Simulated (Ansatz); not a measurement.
CrF3 (the lowest doublet isomer of a short search) was relaxed with PBE-D4 (def2-TZVP) in Ansatz in these states: neutral quartet, neutral sextet. The geometries follow in no particular order.

A:

Cartesian coordinates in Å:
```
Cr -0.175 0.139 -0.338
F -0.554 0.126 -2.083
F 0.863 -0.937 0.876
F -0.134 0.673 1.546
```

B:

```xyz
4

Cr    0.000    0.000    0.000
F     0.371    0.579    1.593
F     0.718   -1.470   -0.578
F    -1.089    0.891   -1.015
```

Judge from the bond lengths which geometry belongs to which state (an estimate).

A is the neutral sextet (Cr1–F4 1.959 Å, Cr1–F3 1.926 Å, Cr1–F2 1.785 Å); B is the neutral quartet (Cr1–F4 1.735 Å, Cr1–F3 1.735 Å, Cr1–F2 1.735 Å).

At PBE0-D4/def2-TZVP a quartet lies 3.48 eV below the neutral sextet. These are the stationary points nearest to one start from a short search; other shapes may lie lower in each state.
